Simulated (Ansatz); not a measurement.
H3O3Sn, SMILES `[OH][Sn]([OH])[OH]` radical: the same geometry under several functionals.

```yaml
crystal:
  periodic: [false, false, false]
  atoms:
    - {symbol: O, position_ang: [-1.471644, 0.974692, -0.375234]}
    - {symbol: Sn, position_ang: [-0.408925, -0.620157, 0.089012]}
    - {symbol: O, position_ang: [0.616717, -0.134999, 1.701764]}
    - {symbol: O, position_ang: [0.921467, -0.814805, -1.353152]}
    - {symbol: H, position_ang: [-1.709177, 1.497297, 0.397370]}
    - {symbol: H, position_ang: [1.509958, -0.493534, 1.690633]}
    - {symbol: H, position_ang: [0.602803, -0.476592, -2.196093]}
basis:
  gaussian: {orbitals: def2-TZVPP}
magnetization: {spin_polarized: true, initial_magnetization: 1}
hamiltonian: {xc: {name: revPBE}, dispersion: d4}
output: {orbitals: {seedname: orbitals}}
```

```sh
$ ansatz run in.yaml --threads 4 --pin off --events-out ev --progress --plain --max-ram 10444MiB
```

It prints (some lines left out):

```
Functional definition: revPBE
1018 factors; their error is unknown
mean field evaluation 1: about -12003.8452 eV, gradient 7.9e1 eV
mean field evaluation 2: about -11846.3299 eV, gradient 1.9e2 eV
mean field evaluation 4: about -12024.2241 eV, gradient 1.0e1 eV
mean field evaluation 8: about -12024.6308 eV, gradient 1.7e-1 eV
mean field evaluation 16: about -12024.6266 eV, gradient 2.3e-3 eV
mean field -12024.62660421 eV, -441.8968771202 hartree, gradient 4.7e-5 eV, S^2 0.752258; 0 other end points of the search recorded, 0 dependent functions left out
reference -12024.62666190 eV, -441.8968792402 hartree; 25, 24 occupied and 160, 161 virtual orbitals, 1018 factors
Total energy: -12024.97255183 eV, -441.9095904605 hartree
```

Hardware: 4 threads of an Intel Xeon Platinum 8488C on a shared host. Wall time 1.8 s, peak host memory 0.25 GiB.

With the line `hamiltonian: {xc: {name: CAM-B3LYP}, dispersion: d4}` (abridged; 3.2 s):

```
Functional definition: CAM-B3LYP
mean field evaluation 16: about -12022.9134 eV, gradient 4.7e-4 eV
mean field -12022.91339770 eV, -441.8339179421 hartree, gradient 5.0e-5 eV, S^2 0.756569
Total energy: -12023.02216769 eV, -441.8379151654 hartree
```

Changing it to `hamiltonian: {xc: r2scan, dispersion: d4}` and forces (abridged; 2.9 s):

```
Functional definition: r2SCAN
mean field evaluation 16: about -12024.6021 eV, gradient 2.4e-3 eV
mean field -12024.60211447 eV, -441.8959771387 hartree, gradient 6.6e-5 eV, S^2 0.755094
Total energy: -12024.63091148 eV, -441.8970354094 hartree
Atom 0 force    -0.053198     0.146756    -0.105168 eV/Å
Atom 1 force    -0.168750    -0.246610     0.037841 eV/Å
Atom 2 force     0.055030     0.110680     0.142588 eV/Å
Atom 3 force     0.172392    -0.003376    -0.076335 eV/Å
Atom 4 force    -0.012282     0.013147     0.055711 eV/Å
Atom 5 force     0.044244    -0.035947    -0.012441 eV/Å
Atom 6 force    -0.037436     0.015350    -0.042195 eV/Å
Dipole moment:    -0.112262    -0.159302     0.024095 e Å
```

The same input with `hamiltonian: {xc: lda}` (abridged; 1.1 s):

```
Functional definition: SPW92
mean field evaluation 16: about -11972.1014 eV, gradient 2.2e-3 eV
mean field -11972.10142132 eV, -439.9666122517 hartree, gradient 6.1e-5 eV, S^2 0.751116
Total energy: -11972.10146405 eV, -439.9666138219 hartree
```

Changing it to `hamiltonian: {xc: hse06, dispersion: d4}` (abridged; 2.8 s):

```
Functional definition: HSE06
mean field evaluation 16: about -12018.5008 eV, gradient 1.8e-3 eV
mean field -12018.50082302 eV, -441.6717588135 hartree, gradient 2.9e-5 eV, S^2 0.754947
Total energy: -12018.60050291 eV, -441.6754219820 hartree
```

The same input with `hamiltonian: {xc: pbe, dispersion: d4}` and forces (abridged; 2.2 s):

```
Functional definition: PBE
mean field evaluation 16: about -12018.9157 eV, gradient 2.3e-3 eV
mean field -12018.91570096 eV, -441.6870052967 hartree, gradient 3.8e-5 eV, S^2 0.751952
Total energy: -12019.04168863 eV, -441.6916352579 hartree
Atom 0 force    -0.230854     0.292675    -0.560448 eV/Å
Atom 1 force    -0.451069    -0.657609     0.102022 eV/Å
Atom 2 force    -0.098685     0.368035     0.556169 eV/Å
Atom 3 force     0.631881    -0.225110    -0.061808 eV/Å
Atom 4 force    -0.125349     0.253757     0.399783 eV/Å
Atom 5 force     0.448582    -0.195788    -0.008644 eV/Å
Atom 6 force    -0.174506     0.164040    -0.427073 eV/Å
Dipole moment:    -0.097083    -0.137323     0.020697 e Å
```

HSE06 is the plane-wave form, built on full-range PBE exchange.
